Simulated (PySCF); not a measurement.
## Configurations of LaC

Unrestricted PBE0; basis La def2-TZVPP with ECP46, C def2-TZVPP; scalar-relativistic core potentials; PySCF 2.14. The search starts from ions with several 4f fillings and holds each by maximum overlap.

The lowest solution has 2Ms+1 = 4, about 0.1 4f electrons, near 2.13 Å.

Solutions at the starting distance of 2.121 Å, counted from the lowest; the search is not exhaustive:

| 2Ms+1 | 4f population | E (eV) | ⟨S²⟩ | ⟨Lz²⟩ | μ (D) |
| --- | --- | --- | --- | --- | --- |
| 4 | 0.07 | 0.00 | 3.76 | 1.3 | -4.34 |
| 4 | 0.06 | 0.64 | 3.76 | 5.0 | -6.85 |
| 4 | 0.08 | 1.37 | 3.76 | 2.0 | -3.42 |
| 4 | 0.09 | 1.58 | 3.76 | 2.0 | -3.32 |

Partly filled real f orbitals mix terms, so no term symbols are given. A positive dipole means La(−)C(+).

Spin–orbit coupling is left out. Counting both spins, an empty level lies below a filled one in some of these solutions, because spin and occupation are held. With d or f electrons several states lie close, and the lowest PBE0 determinant need not be the measured ground state.
